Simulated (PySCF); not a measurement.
**Xe (xenon, neutral) across methods**

[Xe], closed-shell 1S. All numbers are calculated (PySCF 2.14, a scalar-relativistic core potential, in aug-cc-pVTZ-PP with one added diffuse shell each of d, f type with ECP28MDF (6s5p5d3f, 67 functions)).

```json
{"method": "B97-3", "E (hartree)": "-329.4291", "mean ε 4d (eV)": "-62.781", "mean ε 5s (eV)": "-22.054", "mean ε 5p (eV)": "-9.534", "Σ⟨r²⟩ (bohr²)": "58.63", "⟨S²⟩": "0.000"}
{"method": "M06", "E (hartree)": "-329.4171", "mean ε 4d (eV)": "-62.806", "mean ε 5s (eV)": "-21.566", "mean ε 5p (eV)": "-9.290", "Σ⟨r²⟩ (bohr²)": "58.93", "⟨S²⟩": "0.000"}
{"method": "UHF", "E (hartree)": "-328.29867", "mean ε 4d (eV)": "-72.497", "mean ε 5s (eV)": "-27.476", "mean ε 5p (eV)": "-12.418", "Σ⟨r²⟩ (bohr²)": "59.16", "⟨S²⟩": "0.000"}
{"method": "PW91", "E (hartree)": "-329.4595", "mean ε 4d (eV)": "-58.994", "mean ε 5s (eV)": "-19.871", "mean ε 5p (eV)": "-8.271", "Σ⟨r²⟩ (bohr²)": "58.96", "⟨S²⟩": "0.000"}
{"method": "PBE", "E (hartree)": "-329.3425", "mean ε 4d (eV)": "-58.920", "mean ε 5s (eV)": "-19.798", "mean ε 5p (eV)": "-8.223", "Σ⟨r²⟩ (bohr²)": "58.97", "⟨S²⟩": "0.000"}
{"method": "PBEsol", "E (hartree)": "-329.0425", "mean ε 4d (eV)": "-58.763", "mean ε 5s (eV)": "-19.842", "mean ε 5p (eV)": "-8.229", "Σ⟨r²⟩ (bohr²)": "58.85", "⟨S²⟩": "0.000"}
{"method": "LDA", "E (hartree)": "-328.9177", "mean ε 4d (eV)": "-58.835", "mean ε 5s (eV)": "-20.055", "mean ε 5p (eV)": "-8.363", "Σ⟨r²⟩ (bohr²)": "58.93", "⟨S²⟩": "0.000"}
{"method": "r2SCAN", "E (hartree)": "-329.4866", "mean ε 4d (eV)": "-60.135", "mean ε 5s (eV)": "-20.500", "mean ε 5p (eV)": "-8.580", "Σ⟨r²⟩ (bohr²)": "58.59", "⟨S²⟩": "0.000"}
{"method": "PBE0", "E (hartree)": "-329.3776", "mean ε 4d (eV)": "-62.569", "mean ε 5s (eV)": "-21.989", "mean ε 5p (eV)": "-9.513", "Σ⟨r²⟩ (bohr²)": "58.73", "⟨S²⟩": "0.000"}
```

Energies and moments cover only the electrons outside the core potential.
